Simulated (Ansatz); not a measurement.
`O[SiH2]/C=[CH]\[GeH2][OH]`. The species carries charge 0 and has multiplicity 1. The structure was optimised at the PBE0-D4/def2-TZVP level. It is one conformer, not always the lowest.

```xyz
14

O     0.375    0.519    1.796
Si   -1.071    1.167    1.322
C    -1.495    0.311   -0.263
C    -0.655   -0.472   -0.943
Ge    1.208   -0.923   -0.555
O     1.750   -1.856   -1.990
H     1.007    1.084    2.241
H    -0.936    2.642    1.146
H    -2.129    0.926    2.339
H    -2.507    0.441   -0.652
H    -1.012   -0.951   -1.857
H     1.389   -1.916    0.593
H     2.113    0.319   -0.440
H     1.962   -1.293   -2.736
```

(1) What is the dipole moment at B3LYP/def2-TZVPP? (Best estimate.)

(2) And with PBE, r2SCAN, ωB97M-V? (Estimate.)

(3) Give the Mulliken charges with B3LYP, r2SCAN, ωB97M-V in def2-TZVPP. (Best estimate.)

Answers

(1) Ansatz gave: 2.73 D, with components (-0.40, 2.64, 0.54) D in this frame, pointing from negative to positive charge.

(2) Computed: PBE 2.54 D, r2SCAN 2.64 D, ωB97M-V 2.72 D.

(3) The calculation gave: 
```tsv
atom	B3LYP	r2SCAN	ωB97M-V
O1	-0.42	-0.44	-0.40
Si2	0.51	0.54	0.45
C3	-0.17	-0.16	-0.19
C4	-0.27	-0.24	-0.29
Ge5	0.44	0.44	0.37
O6	-0.45	-0.46	-0.44
H7	0.19	0.21	0.19
H8	-0.09	-0.09	-0.05
H9	-0.09	-0.09	-0.04
H10	0.10	0.07	0.11
H11	0.12	0.09	0.13
H12	0.00	0.00	0.03
H13	-0.05	-0.05	-0.01
H14	0.16	0.18	0.15
```

B3LYP here is the variant with VWN-RPA as its local correlation; programs differ in this.
